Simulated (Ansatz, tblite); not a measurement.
Removing and adding an electron: `FC(F)(F)c1ccc(-c2ccc(-c3ccc(-c4ccc(-c5ccc(-c6ccc(C(F)(F)F)o6)o5)o4)o3)o2)o1`. Charge 0, multiplicity 1. Geometry: r2SCAN-D4/def2-SVP. Ansatz, gas phase; energy differences of separate SCF runs; the oxidised species was run as a doublet alone; the reduced species was run as a doublet alone.

```xyz
50

F    -3.508   -0.596  -11.540
C    -2.559   -1.100  -10.737
F    -1.360   -0.777  -11.253
F    -2.646   -2.441  -10.776
C    -2.736   -0.569   -9.361
C    -3.646    0.294   -8.809
C    -3.290    0.412   -7.436
C    -2.182   -0.394   -7.256
C    -1.368   -0.699   -6.121
C    -0.261   -1.505   -5.945
C     0.101   -1.393   -4.579
C    -0.810   -0.524   -4.005
C    -0.972   -0.019   -2.681
C    -1.881    0.850   -2.104
C    -1.517    0.960   -0.739
C    -0.408    0.151   -0.564
C     0.406   -0.155    0.565
C     1.515   -0.963    0.740
C     1.879   -0.853    2.105
C     0.970    0.017    2.682
C     0.809    0.522    4.005
C    -0.101    1.393    4.579
C     0.261    1.505    5.945
C     1.368    0.698    6.121
C     2.183    0.394    7.255
C     3.291   -0.412    7.436
C     3.647   -0.291    8.809
C     2.738    0.572    9.360
C     2.561    1.104   10.736
F     3.513    0.605   11.538
F     1.364    0.777   11.255
F     2.643    2.446   10.773
O     1.845    0.994    8.430
O     1.704    0.099    4.943
O     0.074    0.442    1.746
O    -0.076   -0.445   -1.745
O    -1.705   -0.101   -4.942
O    -1.843   -0.993   -8.430
H    -4.467    0.780   -9.332
H    -3.777    1.009   -6.667
H     0.221   -2.099   -6.719
H     0.924   -1.882   -4.062
H    -2.705    1.340   -2.619
H    -1.998    1.554    0.036
H     1.995   -1.558   -0.035
H     2.703   -1.343    2.620
H    -0.924    1.882    4.062
H    -0.220    2.100    6.719
H     3.777   -1.009    6.668
H     4.469   -0.777    9.331
```

The xTB rows come from tblite. Single mean-field runs in def2-SVP are fitted with def2-universal-jkfit.

```tsv
level	−HOMO (eV)	vertical IE (eV)	−LUMO (eV)	vertical EA (eV)	HOMO–LUMO gap (eV)	IE − EA (eV)	remarks
GFN1-xTB	10.74	12.30	8.85	7.34	1.89	4.96	–
GFN2-xTB	10.12	11.73	8.18	6.66	1.94	5.07	–
PBE-D4/def2-SVP	4.56	6.09	2.72	1.30	1.84	4.79	HOMO above zero (-1 doublet)
PBE0-D4/def2-SVP	5.35	6.41	2.18	1.21	3.17	5.20	–
```

   A HOMO above zero means that the electron is unbound at that level or that self-interaction error raises the level; the energy of removing that electron tells which. Raw xTB energy differences between charge states are shifted by several eV; the methods need an empirical correction for them. Sets without diffuse functions give affinities that are too small.
